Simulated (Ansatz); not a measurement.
Reaction (substitution at a C–C bond): `CCC#CCCCCC` + HCl → `CCCCCCl` + `C#CCC`

Gas-phase electronic energies from Ansatz, PBE0-D4/def2-TZVP geometries. CCSD(T)/CBS adds triple-zeta CCSD(T) − MP2 to the extrapolated MP2 energy (def2 sets, frozen cores). This one scheme is used for every species. Functionals use def2-TZVPP. Each species was taken in one conformer, which may not be the lowest.

`CCC#CCCCCC`:

Cartesian coordinates in Å:
```
C -2.143 0.200 -2.820
C -2.419 -1.200 -2.279
C -1.630 -1.513 -1.098
C -0.968 -1.744 -0.120
C -0.145 -2.006 1.051
C 1.109 -1.132 1.112
C 0.806 0.352 1.215
C 2.054 1.217 1.253
C 1.743 2.700 1.356
H -2.753 0.399 -3.704
H -2.372 0.957 -2.067
H -1.093 0.309 -3.095
H -2.215 -1.944 -3.057
H -3.483 -1.300 -2.036
H -0.744 -1.846 1.955
H 0.143 -3.063 1.057
H 1.708 -1.447 1.974
H 1.717 -1.322 0.221
H 0.179 0.649 0.366
H 0.206 0.538 2.115
H 2.682 0.912 2.099
H 2.649 1.027 0.352
H 1.175 2.920 2.265
H 1.143 3.035 0.505
H 2.654 3.302 1.379
```

HCl:

Z-matrix (Å, degrees):
```
Cl
H 1 1.279
```

`CCCCCCl`:

```xyz
17

C    -1.519    0.604   -1.969
C    -0.184    0.199   -1.369
C    -0.230    0.082    0.145
C     1.104   -0.323    0.748
C     1.097   -0.441    2.254
Cl    0.042   -1.771    2.824
H    -2.297   -0.124   -1.724
H    -1.464    0.677   -3.058
H    -1.845    1.575   -1.586
H     0.584    0.926   -1.655
H     0.134   -0.760   -1.793
H    -0.993   -0.649    0.433
H    -0.546    1.040    0.576
H     1.865    0.425    0.490
H     1.440   -1.271    0.315
H     2.090   -0.657    2.644
H     0.723    0.468    2.726
```

`C#CCC`:

```xyz
10

C     0.441    0.151    2.241
C     0.435    0.282    1.047
C     0.407    0.422   -0.399
C    -0.640   -0.470   -1.061
H     0.451    0.040    3.299
H     0.216    1.471   -0.649
H     1.401    0.189   -0.796
H    -0.626   -0.333   -2.144
H    -0.446   -1.522   -0.844
H    -1.640   -0.231   -0.695
```

```
           level  ΔE (kJ/mol)
         ωB97M-V         34.8
   CCSD/def2-SVP         46.6
CCSD(T)/def2-SVP         47.2
   HF/def2-TZVPP         31.1
```

(1) What does CCSD(T)/CBS give? (Best estimate.)

Largest T1 diagnostic among the species: 0.011.

Results:

(1) The calculation gave: +35.3 kJ/mol. The listed levels differ from it by -0.5, 11.3, 11.9, -4.2 kJ/mol.

In def2-TZVPP, CCSD(T) changes the Hartree–Fock value by +7.1 kJ/mol (the triples alone add −0.2 kJ/mol) and MP2 by +10.2 kJ/mol. At CCSD(T), def2-SVP lies +11.9 kJ/mol from the extrapolated value and def2-TZVPP +2.8 kJ/mol. Leaving LDA and LC-ωPBE aside and taking each functional with its dispersion term where it has one, the values, not all of them listed here, spread over 7.1 kJ/mol, from BLYP-D4 to PBE0-D4. LDA lies +8.8 kJ/mol from PBE without D4.
